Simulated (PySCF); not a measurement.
Frontier levels across methods

Species: C2H10Si2.
Atom-mapped SMILES: `[CH3:1][CH2:2][SiH2:3][SiH3:4]` (hydrogens: H5, H6, H7 on C1; H8, H9 on C2; H10, H11 on Si3; H12, H13, H14 on Si4)

Cartesian coordinates in Å at the PBE0-D3(BJ)/def2-SVP level; atoms count from 1:
```
atom  x, y, z in Å
C1    -2.043    0.160    0.114
C2    -1.332   -0.502    1.290
Si3    0.424    0.134    1.596
Si4    1.772   -0.193   -0.298
H5    -2.112    1.251    0.243
H6    -3.068   -0.223   -0.008
H7    -1.513   -0.021   -0.835
H8    -1.905   -0.360    2.223
H9    -1.267   -1.594    1.141
H10    1.040   -0.574    2.764
H11    0.398    1.600    1.910
H12    1.724   -1.628   -0.725
H13    1.297    0.647   -1.442
H14    3.197    0.168   -0.014
```

Basis pcSseg-2 throughout (PySCF), one geometry. Geometry: PBE0-D3(BJ)/def2-SVP, one conformer, isolated molecule.

Q: How do the orbital energies, the gap and the dipole change with the method?

A: 
| method | kind | HOMO (eV) | LUMO (eV) | gap (eV) | μ (D) | SCF cycles |
| --- | --- | --- | --- | --- | --- | --- |
| BLYP | GGA | -6.70 | -0.64 | 6.06 | 1.04 | 14 |
| B97-D | GGA | -6.81 | -0.62 | 6.19 | 1.05 | 14 |
| OPBE | GGA | -6.83 | -0.62 | 6.21 | 1.08 | 14 |
| PBE | GGA | -6.84 | -0.78 | 6.06 | 1.06 | 14 |
| KT2 | GGA | -6.91 | -0.86 | 6.05 | 1.01 | 14 |
| LDA | LDA | -6.91 | -0.95 | 5.96 | 1.03 | 13 |
| KT3 | GGA | -6.93 | -0.81 | 6.13 | 1.02 | 14 |
| BP86 | GGA | -6.93 | -0.78 | 6.16 | 1.05 | 13 |
| B3LYP | global hybrid | -7.76 | -0.19 | 7.57 | 1.01 | 12 |
| HF | Hartree–Fock | -10.59 | 2.57 | 13.17 | 0.96 | 9 |

The HOMO spans 3.89 eV, from BLYP down to HF, and the gap runs from 5.96 eV (LDA) to 13.17 eV (HF). Over the methods BLYP (0 %), B97-D (0 %), OPBE (0 %), PBE (0 %), KT2 (0 %), LDA (0 %), KT3 (0 %), BP86 (0 %), B3LYP (20 %), HF (100 %), a straight line through the gap against the share of exact exchange rises by 0.71 eV for each 10 % (correlation coefficient 0.999). The dipole ranges from 0.96 D (HF) to 1.08 D (OPBE). This basis has no diffuse functions.
